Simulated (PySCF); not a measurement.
# Polarisability of `C=C(F)CC#[N+]COC`

Species: C6H9FNO (charge +1).
Cartesian coordinates in Å at the PBE0-D3(BJ)/def2-SVP level; atoms count from 1:
```
atom  x, y, z in Å
C1     2.9146   -0.3419   -1.7416
C2     2.1759   -0.1200   -0.6660
F3     1.7832    1.1005   -0.2956
C4     1.6804   -1.1568    0.3109
C5     0.2533   -1.0042    0.5097
N6    -0.8717   -0.8240    0.6563
C7    -2.3039   -0.4275    0.6416
O8    -2.5618    0.3520   -0.4192
C9    -2.1308    1.7033   -0.3314
H10    3.2050   -1.3541   -2.0236
H11    3.2569    0.4977   -2.3502
H12    1.8840   -2.1808   -0.0393
H13    2.1595   -1.0316    1.3009
H14   -2.4675    0.0422    1.6299
H15   -2.8637   -1.3716    0.5699
H16   -2.5396    2.2188   -1.2074
H17   -2.5152    2.1785    0.5862
H18   -1.0299    1.7725   -0.3557
```

Level: B3LYP/def2-SVPD (PySCF), static field, nuclei fixed, core orbitals frozen in the response. The polarisability tensor in these axes (au):

```
x   100.81  -8.57 -14.78
y    -8.57  71.40  -3.38
z   -14.78  -3.38  73.29
```

**Question.** Give the principal values, the mean and the anisotropy Δα = √{½[(α1 − α2)² + (α2 − α3)² + (α1 − α3)²]}.

**Answer.** Principal values 61.90, 75.18 and 108.42 au; mean 81.83 au = 12.13 Å³ = 13.49 × 10⁻⁴⁰ C²·m²/J; Δα = 41.51 au (51 % of the mean).

**Question.** Give the principal axes and the span of the nuclei along them.

**Answer.** Largest value along (0.91, -0.18, -0.37), where the nuclei span 6.81 Å; middle along (-0.10, 0.78, -0.62), 4.58 Å; least along (0.40, 0.60, 0.69), 2.73 Å. The response follows the extents in order.

**Question.** What are the principal values of the traceless quadrupole moment, Θ = ½Σq(3rr − r²1), about the centre of nuclear charge?

**Answer.** -20.95, -1.65, 22.60 D·Å. The values depend on the origin, since the species is charged. The electronic extent ⟨r²⟩ about the same centre is 1574 bohr², a root-mean-square distance of 2.55 Å for the 68 electrons.

**Question.** Form Σ f/ω² (atomic units) for the 6 lowest TDDFT singlets, given as eV and f, and set it beside the mean polarisability, which is this sum over all singlets: 4.50, 0.0250; 4.89, 0.0008; 5.39, 0.0257; 5.75, 0.0015; 6.27, 0.0124; 6.78, 0.0425.

**Answer.** They add up to 2.55 au, 3.1 % of the 81.83 au; the largest single term is 0.91 au, from the state at 4.50 eV. Terms in order: 0.91, 0.02, 0.66, 0.03, 0.23, 0.69 au. Higher excitations give the rest. The strengths listed sum to 0.108.

**Question.** What depolarisation ratio follows for Rayleigh scattering of linearly polarised light, taking the static tensor?

**Answer.** ρ = 3Δα²/(45ᾱ² + 4Δα²) = 5169.5/(301345 + 6892.7) = 0.0168.

Geometry: PBE0-D3(BJ)/def2-SVP, one conformer, isolated ion.
